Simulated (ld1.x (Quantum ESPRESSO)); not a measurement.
**Configuration tests for hafnium (Hf) (TM)**

* Element: hafnium (Hf)
* Generator: ld1.x (Quantum ESPRESSO) 7.5
* Type: norm-conserving Troullier–Martins (Kleinman–Bylander form)
* Functional: PBEsol
* Relativity: scalar-relativistic
* Frozen core: [Kr] 4d10
* Valence charge: 26
* Reference configuration: 4f14 5s2 5p6 5d2 6s0 6p0 (charge +2)
* Partial waves: 5s (bound): rc 1.75 bohr; 5p (bound): rc 2.20 bohr; 4f (bound): rc 0.95 bohr; 5d (bound): rc 2.20 bohr
* Local potential: the d channel
* Core correction: a·sin(br)/r model core inside 0.95 bohr

Energies are relative to the spin-unpolarised reference configuration 4f14 5s2 5p6 5d2 6s0 6p0; without spin polarisation the order of configurations can differ from experiment. The frozen-core shift is the all-electron ΔE with the core orbitals held at their reference shape minus the fully relaxed ΔE.

(1) Give the all-electron excitation energy and the error of the potential for: 4f14 5s2 5p6 5d2 6s2 6p0; 4f14 5s2 5p6 5d2 6s1 6p0; 4f14 5s2 5p6 5d1 6s0 6p0; 4f14 5s2 5p6 5d2 6s0 6p2; 4f14 5s2 5p6 5d2 6s0 6p1; 4f14 5s2 5p6 5d2 6s1 6p1; 4f14 5s2 5p6 5d1 6s2 6p1.

Levels in the configuration 4f14 5s2 5p6 5d2 6s0 6p2:

```json
{"level": "4f", "all-electron (eV)": "-19.714", "pseudo (eV)": "-16.251"}
{"level": "5s", "all-electron (eV)": "-69.910", "pseudo (eV)": "-66.868"}
{"level": "5p", "all-electron (eV)": "-38.438", "pseudo (eV)": "-35.623"}
{"level": "5d", "all-electron (eV)": "-4.986", "pseudo (eV)": "-3.081"}
{"level": "6p", "all-electron (eV)": "-2.633", "pseudo (eV)": "-3.045"}
```

Answers

(1)

| valence configuration | charge | ΔE all-electron (eV) | error AE − PS (meV) | frozen-core shift (meV) |
| --- | --- | --- | --- | --- |
| 4f14 5s2 5p6 5d2 6s2 6p0 | 0 | -22.171 | -830 | -6.9 |
| 4f14 5s2 5p6 5d2 6s1 6p0 | +1 | -14.163 | -520 | -4.2 |
| 4f14 5s2 5p6 5d1 6s0 6p0 | +3 | 21.774 | +5.0 | +3.1 |
| 4f14 5s2 5p6 5d2 6s0 6p2 | 0 | -14.251 | +3057 | -5.0 |
| 4f14 5s2 5p6 5d2 6s0 6p1 | +1 | -9.447 | +2214 | -3.5 |
| 4f14 5s2 5p6 5d2 6s1 6p1 | 0 | -18.308 | +1045 | -6.0 |
| 4f14 5s2 5p6 5d1 6s2 6p1 | 0 | -20.163 | +904 | -9.4 |

These tests converged, but a pseudo level misses the all-electron one widely, so the file describes the atom poorly there or has found another state: 4f14 5s2 5p6 5d1 6s0 6p0: empty 6p by 5.2 eV; 4f14 5s2 5p6 5d2 6s0 6p2: 4f by 3.5 eV (a node warning on the way); 4f14 5s2 5p6 5d2 6s0 6p1: 4f by 2.3 eV; 4f14 5s2 5p6 5d1 6s2 6p1: 6p by 1.3 eV. A variational frozen-core shift is positive and of second order in the change. This column holds negative values, so the frozen-core run of ld1.x carries numerical noise or an error of first order here, and the column gives no more than the rough size of the effect.
